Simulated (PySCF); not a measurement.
Computed IR spectrum (relative IR intensity) of a molecule C2H7FOSi2. Coordinates come from a PBE-D3(BJ)/def2-SVP optimisation. Other conformers were not sampled. All values below come from PBE-D3(BJ)/def2-SVP (PySCF). Frequencies are harmonic and unscaled.

Lines under 2 % of the strongest are left out, and lines within 2 cm⁻¹ are merged.

ν (cm⁻¹): 78 (w), 225 (w), 232 (w), 332 (vw), 545 (w), 564 (w), 653 (w), 709 (m), 733 (s), 793 (vs), 798 (s), 856 (m), 882 (s), 892 (m), 897 (m), 901 (vs), 1212 (m), 1374 (vw), 1378 (vw), 1663 (s), 2151 (m), 2166 (m), 2171 (vs), 2187 (s) (against the strongest line: vs over 80 %, s over 45 %, m over 15 %, w over 4 %, vw less)

Q: Pick the molecule that these values belong to.
A. C=CO[Si@H](F)[SiH3]
B. C[Si@H](F)C(=O)[SiH3]
C. F[SiH2][SiH]1COC1
D. FC[Si@H]1C[SiH2]O1

A: B, C[Si@H](F)C(=O)[SiH3]
